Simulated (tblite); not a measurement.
Method: GFN2-xTB as coded in tblite; computed harmonic values from a numerical Hessian at the method's own geometry, unscaled. Errors from tens to a few hundred cm⁻¹ against measured bands are possible. One conformer each. Open shells enter through the occupations alone, without spin polarisation, and single modes of such species can be off by tens of per cent. Thermal functions are those of the rigid rotor and harmonic oscillator, without mixing of conformers.

Task: Order these by their heat capacity Cp at 500 K, highest first (J/(mol K)).
A. `[O]COC[C@H]1CCO1` [radical]
B. `C#CC(C)=C=C(C)C`
C. `[CH2][C@@H](C(F)F)[C@@H](F)C(=O)O` [radical]
D. `[CH2]NC(=S)C#CC#N` [radical]
E. `[CH+]=[C][C@H]1C/C1=C\CC` [radical]

Result: C (231.7), E (225.8), B (223.7), A (205.7), D (167.1).

```json
{"SMILES": "[CH2][C@@H](C(F)F)[C@@H](F)C(=O)O", "atoms": "16", "mass (u)": "155.03", "symmetry number": "1", "modes under 300 cm⁻¹": "9", "ZPE (kJ/mol)": "275.2", "S translation (J/(mol K))": "182.5", "S rotation": "130.1", "S vibration": "224.4", "S spin": "5.8", "S": "542.8", "Cp": "231.7"}
{"SMILES": "[CH+]=[C][C@H]1C/C1=C\\CC", "atoms": "18", "mass (u)": "106.08", "symmetry number": "1", "modes under 300 cm⁻¹": "7", "ZPE (kJ/mol)": "381.3", "S translation (J/(mol K))": "177.8", "S rotation": "126.9", "S vibration": "192.6", "S spin": "5.8", "S": "503.1", "Cp": "225.8"}
{"SMILES": "C#CC(C)=C=C(C)C", "atoms": "18", "mass (u)": "106.08", "symmetry number": "1", "modes under 300 cm⁻¹": "8", "ZPE (kJ/mol)": "385.6", "S translation (J/(mol K))": "177.8", "S rotation": "127.3", "S vibration": "211.0", "S spin": "0.0", "S": "516.1", "Cp": "223.7"}
{"SMILES": "[O]COC[C@H]1CCO1", "atoms": "17", "mass (u)": "117.06", "symmetry number": "1", "modes under 300 cm⁻¹": "6", "ZPE (kJ/mol)": "351.2", "S translation (J/(mol K))": "179.0", "S rotation": "124.9", "S vibration": "161.3", "S spin": "5.8", "S": "470.9", "Cp": "205.7"}
{"SMILES": "[CH2]NC(=S)C#CC#N", "atoms": "11", "mass (u)": "123.00", "symmetry number": "1", "modes under 300 cm⁻¹": "6", "ZPE (kJ/mol)": "171.5", "S translation (J/(mol K))": "179.6", "S rotation": "130.2", "S vibration": "153.4", "S spin": "5.8", "S": "469.1", "Cp": "167.1"}
```

Entropies and Cp are for 500 K and 1 bar.
